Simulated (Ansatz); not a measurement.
Isolated molecules relaxed with PBE0-D4/def2-TZVP in Ansatz; ΔE leaves out vibrations. CCSD(T)/CBS is the MP2 limit (def2-TZVPP, def2-QZVPP) plus CCSD(T) − MP2 in def2-TZVPP, frozen cores. Functionals use def2-TZVPP. Elements past krypton have def2 core potentials. For In outer-core shells are correlated without core-valence functions, which leaves a few kJ/mol of doubt a bond. Each species was taken in one conformer, which may not be the lowest.

Reaction (redistribution): `[CH3][In]([CH3])[OH]` + `[NH2][AlH][SiH3]` → `[CH3][InH][CH3]` + `[NH2][AlH][SiH2]O`

`[CH3][In]([CH3])[OH]`:

```xyz
11

C    -1.003    0.707   -1.587
In    0.198    0.128    0.097
C     0.228   -1.480    1.505
O     1.715    1.379    0.496
H    -0.931    1.784   -1.745
H    -2.048    0.435   -1.436
H    -0.643    0.199   -2.484
H     1.014   -1.289    2.236
H     0.430   -2.426    1.000
H    -0.731   -1.565    2.018
H     1.772    2.128   -0.101
```

`[NH2][AlH][SiH3]`:

Cartesian coordinates in Å:
```
N -0.865 1.721 -0.457
Al 0.248 0.772 0.536
Si 0.470 -1.617 0.031
H -1.415 1.353 -1.216
H -1.040 2.707 -0.347
H 1.026 1.537 1.687
H 1.873 -1.974 -0.332
H -0.400 -2.036 -1.106
H 0.103 -2.463 1.204
```

`[CH3][InH][CH3]`:

Z-matrix (Å, degrees):
```
C
In 1 2.160
H 1 1.093 2 109.9
H 1 1.093 2 109.8 3 -117.9
H 1 1.090 2 112.0 3 121.2
C 2 2.160 1 118.8 3 56.6
H 2 1.735 1 120.6 3 -123.4
H 6 1.093 2 109.8 1 -59.4
H 6 1.090 2 112.0 1 179.6
H 6 1.093 2 109.9 1 58.5
```

`[NH2][AlH][SiH2]O`:

Cartesian coordinates in Å:
```
N 0.517 -0.958 -1.754
Al -0.459 -1.140 -0.288
Si -0.503 0.808 1.224
O 0.596 1.977 0.775
H 0.641 -1.665 -2.462
H 0.984 -0.108 -2.027
H -1.190 -2.533 -0.070
H -0.280 0.403 2.649
H -1.820 1.504 1.197
H 1.516 1.712 0.756
```

```json
{"level": "r2SCAN", "ΔE (kJ/mol)": "-15.2"}
{"level": "CCSD/def2-TZVPP", "ΔE (kJ/mol)": "-19.6"}
```

(1) What does CCSD(T)/CBS give? (An estimate is asked.)

Largest T1 diagnostic among the species: 0.014.

Answers

(1) The calculation gave: -11.4 kJ/mol. The listed levels differ from it by -3.8, -8.2 kJ/mol.

At CCSD(T), def2-SVP lies +8.3 kJ/mol from the extrapolated value and def2-TZVPP −4.6 kJ/mol. From r2SCAN to r2SCAN0 (25 % exact exchange), in def2-TZVPP and without D4, ΔE moves by −7.0 kJ/mol. In def2-TZVPP, CCSD(T) changes the Hartree–Fock value by +18.4 kJ/mol (the triples alone add +3.7 kJ/mol) and MP2 by +19.9 kJ/mol.
